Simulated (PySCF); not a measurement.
Species: C₄H₅P₃S.
Bonds: C1–S2, S2–C3, C3–P4 (aromatic), P4–C5 (aromatic), C5–P6 (aromatic), P6–C7 (aromatic), C7–P8 (aromatic), C3–P8 (aromatic). Hydrogens: H9, H10, H11 on C1; H12 on C5; H13 on C7.

Level of theory: PBE0-D3(BJ)/def2-SVP geometry optimisation, gas phase (PySCF).

Give the optimised bond lengths and angles.

| bond | length (Å) | order |
| --- | --- | --- |
| C1–S2 | 1.799 | single |
| S2–C3 | 1.753 | single |
| C3–P4 | 1.766 | aromatic |
| P4–C5 | 1.717 | aromatic |
| C5–P6 | 1.736 | aromatic |
| P6–C7 | 1.725 | aromatic |
| C7–P8 | 1.729 | aromatic |
| C3–P8 | 1.755 | aromatic |
| C1–H9, C1–H10, C1–H11 | 1.100 | single |
| C5–H12, C7–H13 | 1.099 | single |

Bonds in one row agree within 0.01 Å and their mean is given. Orders are formal, as drawn. A selection of angles:
| angle | degrees |
| --- | --- |
| C1–S2–C3 | 104.7 |
| S2–C3–P4 | 109.9 |
| S2–C3–P8 | 119.2 |
| P4–C3–P8 | 130.9 |
| C3–P4–C5 | 106.7 |
| P4–C5–P6 | 135.8 |
| C5–P6–C7 | 103.9 |
| C3–P8–C7 | 106.5 |

Dihedral angles: C1–S2–C3–P4 180° (antiperiplanar).

S2 (sulfide sulfur) is bent (angle 104.7°). The 8 heavy atoms lie in one plane (0.003 Å rms). P4 (phosphorus bonded to 2 C) is bent (angle 106.7°). The 6-membered ring C3–P4–C5–P6–C7–P8 has internal angles of 103.9° to 136.2°; it is planar, 0.00 Å rms from its mean plane, widest ring torsion 1°. Of the pairs four or more bonds apart, P8···H9 is among the closest relative to their van der Waals radii: 2.92 Å, 97 % of the sum of Bondi's values. The 2 C–S bonds span 1.753 Å (S2–C3, drawn single) to 1.799 Å (C1–S2, drawn single), a spread of 0.046 Å. The 6 C–P bonds span 1.717 Å (P4–C5, aromatic) to 1.766 Å (C3–P4, aromatic), a spread of 0.049 Å.

Point group: Cs (every atom within 0.08 Å of its image). Stationary, but not proved a minimum. The numbers are those of one conformer.
